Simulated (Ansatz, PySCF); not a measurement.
Complex: CH4 (SMILES C) (first 5 atoms) with C3H8 (SMILES CCC); geometry from B3LYP-D3(BJ)/def2-TZVP, rigid monomers moved along the line of their centres of mass till C1···H12 is 4.40 Å.
(charge 0, multiplicity 1):
```xyz
16

C      0.0176     0.1592     0.1747
H      0.1125     0.2671    -0.9049
H     -0.8960    -0.3864     0.4061
H      0.8746    -0.3891     0.5626
H     -0.0223     1.1443     0.6370
C      0.4101    -1.3735     5.1036
C      0.4795     0.1455     5.2354
C     -0.8985     0.8017     5.2240
H      1.4049    -1.8232     5.1103
H     -0.1599    -1.8126     5.9262
H     -0.0807    -1.6631     4.1715
H      1.0833     0.5540     4.4203
H      1.0003     0.4075     6.1612
H     -0.8273     1.8872     5.3168
H     -1.4292     0.5803     4.2952
H     -1.5135     0.4361     6.0502
```

Interaction energies are E(AB) − E(A) − E(B) at the monomers' geometry in the complex; basis-set methods are counterpoise corrected. Rows marked so take none.

Frozen-core correlation. Rows in 6-31G* carry no dispersion term and start afresh at each structure (6-31G* with six Cartesian d functions). MP2/6-31G* freezes PySCF's default core.

Programs: Ansatz (Gaussian orbitals); PySCF for 6-31G* rows, the dispersion terms. 

| level | interaction energy (kJ/mol) |
|---|---|
| PBE-D3(BJ)/def2-TZVPPD | … |
| B3LYP/6-31G* (no counterpoise) | 0.1 |
| B3LYP/def2-TZVPPD | 0.4 |
| B3LYP-D3(BJ)/def2-TZVPPD | -1.1 |
| wB97X-V/def2-TZVPPD | -1.2 |
| MP2/6-31G* | -0.6 |
| MP2/aug-cc-pVDZ | -1.2 |
| SCS-MP2/aug-cc-pVDZ | -0.9 |
| CCSD(T)/aug-cc-pVDZ | -1.2 |

Question: Some entries are withheld; supply them.

Answer: 
- PBE-D3(BJ)/def2-TZVPPD, interaction energy (kJ/mol): -1.7

Ansatz is a quantum-chemistry and plane-wave program.
